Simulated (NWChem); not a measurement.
# CuH₃O; SMILES [OH2]->[CuH]

Computed with NWChem. Structure relaxed at the PBE0/def2-SVP level. Ions are spin-unrestricted doublets at the neutral geometry; other ion states weren't tried.

Question: What does the run give for PBE/def2-SVP? Quantities: vertical ionisation energy, ΔSCF (eV); −ε(HOMO) (eV).

Answer: 
```
Item                                   Value
-------------------------------------  -----
vertical ionisation energy, ΔSCF (eV)   8.17
−ε(HOMO) (eV)                           4.23
```
